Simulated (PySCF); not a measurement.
**[CuI4]2-: what the settings change**

[CuI4]2-: Cu(II) (d9), charge -2. The structure is a PBE0-D3(BJ)/def2-SVP, IEF-PCM water geometry optimised for multiplicity 2; coordination tetrahedral, point group D2d, metal–donor distances 2.63 Å.

The d shell alone is too small an active space for [CuI4]2- (Cu(II) with such soft donors has much ligand-hole, Cu(I)-like character): its levels, fitted parameters, g values and moments show what this model gives and aren't sound predictions.

```
5

Cu    0.0000    0.0000    0.0000
I     1.1182    1.6824    1.6824
I     1.1182   -1.6824   -1.6824
I    -1.1182    1.6824   -1.6824
I    -1.1182   -1.6824    1.6824
```

Method (PySCF 2.14, density fitting): CASSCF(9,5) with orbitals averaged over all microstates of the shell, strongly contracted NEVPT2 on the averaged canonical orbitals; basis x2c-TZVPall on the metal, x2c-SVPall elsewhere; spin-free X2C; IEF-PCM water; spin-orbit coupling by state interaction with the mean-field operator over all roots.

Base run: NEVPT2 ground state 2B2 (from 2T2), next 2E (from 2T2) at 3755, then 2B1 (from 2E) at 5359 cm⁻¹, 10Dq(NEVPT2) 3068, ζ 769 cm⁻¹, g 2.256 2.256 2.860, μeff(300 K) 2.25 μB.

Task: What happens with the basis x2c-TZVPall on all atoms?

Result: NEVPT2 ground state 2B2 (from 2T2), next 2E (from 2T2) at 3724, then 2B1 (from 2E) at 5357 cm⁻¹, 10Dq(NEVPT2) 3060, ζ 769 cm⁻¹, g 2.258 2.258 2.857, μeff(300 K) 2.25 μB. It took 110 s against 40 s on a shared host of the same kind.

Ligand-hole states mix strongly into such Cu(II) halides; the d shell alone makes them too ionic, overstates g shifts and moments and can put the wrong state lowest. NEVPT2 lifts 2B1 (from 2E) from 2696 to 5359 cm⁻¹; on the d shell alone such lifts tend to overshoot.
